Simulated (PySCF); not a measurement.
CH5BO2, SMILES COBO. Heavy atoms are numbered as in [BH:1]([OH:3])[O:5][CH3:6]. Hydrogens are named by the atom that carries them.

Coordinates come from a PBE0-D3(BJ)/def2-SVP optimisation. Other conformers were not sampled.

Calculation: HF/pcSseg-1 (PySCF).

GIAO shieldings, no solvent; atoms alike by connectivity are averaged. δ = σ(ref) − σ: ¹¹B against BF3 (σ = 102.7 ppm); ¹H against TMS (σ = 31.99 ppm); ¹⁷O against H2O (σ = 333.0 ppm); ¹³C against TMS (σ = 192.6 ppm), references at their B3LYP-D3(BJ)/def2-TZVP geometries, non-relativistic.

| atoms | nucleus | count | δ (ppm) |
|---|---|---|---|
| B1 (BH) | ¹¹B | 1 | 14.8 |
| H on B1 | ¹H | 1 | … |
| H on O3 | ¹H | 1 | 4.21 |
| H on C6 | ¹H | 3 | … |
| O3 (OH) | ¹⁷O | 1 | … |
| O5 | ¹⁷O | 1 | 70.2 |
| C6 (CH3) | ¹³C | 1 | 47.6 |

**Question.** What belongs in the gaps? (Estimate from the structure and the level; the computed values follow.)

**Answer.** 
- O3 (OH), δ (ppm): 107.4
- H on C6, δ (ppm): 3.92
- H on B1, δ (ppm): 4.22
